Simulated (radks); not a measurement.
Results of a calculation; reference values are marked as such.
All-electron atom: Se3+ in [Ar] 3d10 4s2 4p0.5 5s0.5 (fractional occupations, a model configuration). Code: a radial shooting solver on a logarithmic mesh with Libxc functionals. Model: Dirac Kohn-Sham, PBE, spin-unpolarised, spherical densities, finite nucleus; open shells fill j = l - 1/2 first; Fermi nuclear charge, rms radius 4.14 fm.

Unscreened Slater integrals over Kohn-Sham orbitals (eV). Large and small components are both included. Empty in this configuration: 4p3/2.

\begin{tabular}{lr}
integral & value \\ \hline
F0(5s1/2,5s1/2) & 6.7061 \\
F0(5s1/2,4p1/2) & 8.1722 \\
G1(5s1/2,4p1/2) & 0.85333 \\
F0(5s1/2,4s1/2) & 8.3407 \\
G0(5s1/2,4s1/2) & 0.54788 \\
F0(5s1/2,3d5/2) & 9.1485 \\
G2(5s1/2,3d5/2) & 0.34542 \\
F0(5s1/2,4p3/2) & 8.1522 \\
G1(5s1/2,4p3/2) & 0.87456 \\
F0(4p1/2,4p1/2) & 13.318 \\
F0(4p1/2,4s1/2) & 14.107 \\
G1(4p1/2,4s1/2) & 9.5510 \\
F0(4p1/2,3d5/2) & 17.130 \\
G3(4p1/2,3d5/2) & 1.2704 \\
F0(4p1/2,4p3/2) & 13.225 \\
G2(4p1/2,4p3/2) & 7.0253 \\
F0(4s1/2,4s1/2) & 15.088 \\
F0(4s1/2,3d5/2) & 19.082 \\
G2(4s1/2,3d5/2) & 1.8169 \\
F0(4s1/2,4p3/2) & 13.992 \\
G1(4s1/2,4p3/2) & 9.3995 \\
F0(3d5/2,3d5/2) & 39.877 \\
F2(3d5/2,3d5/2) & 18.957 \\
F4(3d5/2,3d5/2) & 11.897 \\
F0(3d5/2,4p3/2) & 16.916 \\
F2(3d5/2,4p3/2) & 3.7743 \\
G1(3d5/2,4p3/2) & 1.3408 \\
G3(3d5/2,4p3/2) & 1.2286 \\
F0(4p3/2,4p3/2) & 13.134 \\
F2(4p3/2,4p3/2) & 6.9832 \\
\end{tabular}
